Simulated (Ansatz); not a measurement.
Reaction (formal exchange of groups at a Te–Ga bond): `[CH3][Ga]([F])[TeH]` + `B1CS1` → `[TeH]B1CS1` + `[CH3][GaH][F]`

Program: Ansatz. Geometries: PBE0-D4/def2-TZVP. ΔE: electronic, gas phase. CCSD(T)/CBS adds triple-zeta CCSD(T) − MP2 to the extrapolated MP2 energy (def2 sets, frozen cores). This one scheme is used for every species. DFT in def2-TZVPP. def2 core potentials past Kr. For Ga, Te outer-core shells are correlated without core-valence functions, which leaves a few kJ/mol of doubt a bond. Scalar relativity is left out up to krypton.

`[CH3][Ga]([F])[TeH]`:

Z-matrix (Å, degrees):
```
C
Ga 1 1.951
H 1 1.092 2 109.2
H 1 1.089 2 111.4 3 -120.8
H 1 1.091 2 109.2 3 118.2
F 2 1.764 1 117.4 3 -62.2
Te 2 2.510 1 132.0 3 117.7
H 7 1.659 2 90.2 1 0.1
```

`B1CS1`:

Z-matrix (Å, degrees):
```
C
S 1 1.862
B 1 1.531 2 60.7
H 1 1.086 2 114.2 3 113.5
H 1 1.086 2 114.2 3 -113.5
H 3 1.182 1 148.6 2 -180.0
```

`[TeH]B1CS1`:

Cartesian coordinates in Å:
```
Te -0.371 2.337 0.487
B 0.388 0.392 0.254
C 0.181 -1.051 -0.214
S 1.812 -0.581 0.539
H -1.843 1.961 -0.179
H -0.400 -1.751 0.381
H 0.233 -1.306 -1.268
```

`[CH3][GaH][F]`:

Cartesian coordinates in Å:
```
C -0.314 -0.858 0.179
Ga 0.476 0.895 -0.139
F -0.565 2.002 -1.041
H -0.860 -0.844 1.126
H -1.022 -1.099 -0.615
H 0.446 -1.639 0.241
H 1.840 1.543 0.250
```

| level | ΔE (kJ/mol) |
| --- | --- |
| LDA (SPW92) | 47.8 |
| r2SCAN0-D4 | 58.7 |
| PBE0 | 56.4 |
| HF/def2-TZVPP | 71.4 |

(1) What does CCSD(T)/CBS give? (An estimate is asked.)

Largest T1 diagnostic among the species: 0.016.

## Answers

(1) Computed: +57.4 kJ/mol. The listed levels differ from it by -9.6, 1.3, -1.0, 14.0 kJ/mol.

From PBE to PBE0 (25 % exact exchange), in def2-TZVPP and without D4, ΔE moves by +3.2 kJ/mol. In def2-TZVPP, CCSD(T) changes the Hartree–Fock value by −16.9 kJ/mol (the triples alone add −2.4 kJ/mol) and MP2 by −19.5 kJ/mol. Leaving LDA and LC-ωPBE aside and taking each functional with its dispersion term where it has one, the values, not all of them listed here, spread over 18.8 kJ/mol, from B97M-V to BHLYP-D4. LDA lies −5.4 kJ/mol from PBE without D4.

CCSD(T)/CBS has its own doubt, a few kJ/mol and more with outer-core shells, so smaller differences from it don't rank the levels.
